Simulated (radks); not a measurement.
Spherical quantum dot in the effective-mass picture: electrons in a well V = -V0 / (1 + exp((r - R)/a)) with V0 = 4.58, R = 6.02, a = 0.46, all in effective atomic units (hartree* = m*/eps^2 hartree, bohr* = eps/m* bohr), one dielectric constant everywhere. Method: non-relativistic Kohn-Sham, exchange-only LDA, spin-polarised, spherical densities; computed with a radial shooting solver with Libxc functionals. Levels are named by radial order and angular momentum (1s, 1p, 1d, 2s, ...), and open shells are averaged over m. Results are scaled to m* = 0.568 and eps = 17.7, for which hartree* = 49.33 meV and bohr* = 1.649 nm. At N = 1 the configuration is 1s(up 1, down 0). Does electron 2 go into 1s down or 1p up?

Answer. Into 1s down. The total energies of the other choices lie higher by 3.91 meV (1p up).
